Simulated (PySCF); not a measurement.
C₆H₁₀BNS.
Atom-mapped SMILES: `[CH3:1][N:2]([CH3:3])[BH:4][c:5]1[cH:6][cH:7][cH:8][s:9]1`

NICS = −σ at a ghost point: NICS(0) at the centroid of the ring atoms, NICS(1) 1 Å to either side along the normal of their mean plane, zz for the tensor component along that normal. Level: GIAO HF/pcSseg-1 (PySCF, non-relativistic, gas phase) on the PBE0-D3(BJ)/def2-SVP geometry, one conformer.

Ring bond lengths (Å): C5–C6 1.386, C6–C7 1.418, C7–C8 1.374, C8–S9 1.708, S9–C5 1.734.

**Question.** What do the NICS probes read (ppm)?

**Answer.** 
```tsv
ring	type	NICS(0)	NICS(1), two faces	NICS(1)zz, two faces	rms pucker (Å)	centre to ring atoms, mean (Å)
C5–C6–C7–C8–S9	5-membered ring with S; formal bonds all aromatic	-13.2	-12.2 / -12.3	-28.5 / -29.4	0.01	1.29
```

**Question.** What do they say, and how far can they be read as aromaticity?

**Answer.** 
- C5–C6–C7–C8–S9: mean NICS(1)zz -28.9 ppm, shielded, aromatic by this magnetic criterion (flat ring, no four-coordinate atom).

**Question.** What does the geometric index give? HOMA takes Krygowski's 1993 parameters.

**Answer.** 
- C5–C6–C7–C8–S9: HOMA 0.86; the largest term is that of S9–C5, α(R − Ropt)² = 0.30. The geometric and the magnetic index point the same way.

**Question.** What field does 1 T along the ring normal induce along that normal at the first NICS(1) probe listed for ring C5–C6–C7–C8–S9, 1 Å off the ring?

**Answer.** NICSzz × B0 = -28.5 ppm × 1 T = -28 μT, against the applied field.

**Question.** List the ring angles.

**Answer.** 
- C5–C6–C7–C8–S9: C5 109.1°, C6 114.0°, C7 112.2°, C8 111.4°, S9 93.3°; sum 540.0° against 540° for a flat convex ring.

**Question.** What are the shieldings of the ring atoms and their hydrogens in the same run (means over atoms taken as equivalent)?

**Answer.** 
```csv
atoms,environment,σ isotropic (ppm),"principal values of the symmetric part, first atom (ppm)"
C5,substituted aromatic carbon,38.6,"-53.3, 8.3, 161.0"
C6,aromatic CH carbon,49.4,"-46.9, 35.1, 159.9"
C7,aromatic CH carbon,58.5,"-38.2, 54.6, 159.1"
C8,aromatic CH next to a ring sulfur,43.0,"-68.0, 38.4, 158.7"
S9,thiophene-type sulfur,290.5,"122.3, 310.7, 438.7"
H on C6,aromatic hydrogen,24.12,"19.6, 24.7, 28.1"
H on C7,aromatic hydrogen,24.47,"20.7, 24.7, 28.1"
H on C8,aromatic hydrogen,23.99,"21.0, 24.1, 26.9"
```

**Question.** How do the values depend on the level or the medium?

**Answer.** 
| level | NICS(0), C5–C6–C7–C8–S9 | mean NICS(1)zz, C5–C6–C7–C8–S9 |
| --- | --- | --- |
| HF/pcSseg-1, gas | -13.2 | -28.9 |
| PBE0/pcSseg-1, gas | -12.6 | -28.6 |
| PBE0/pcSseg-1, IEF-PCM cyclohexane | -12.5 | -28.6 |
| PBE0/pcSseg-1, IEF-PCM dichloromethane | -12.4 | -28.6 |

The geometry is the same throughout; the continuum's cavity takes Bondi-type radii × 1.2.

Conformer computed: `[CH3:1][N:2]([CH3:3])[BH:4][c:5]1[cH:6][cH:7][cH:8][s:9]1`: C1–N2–B4–C5 175°, N2–B4–C5–C6 -26°.
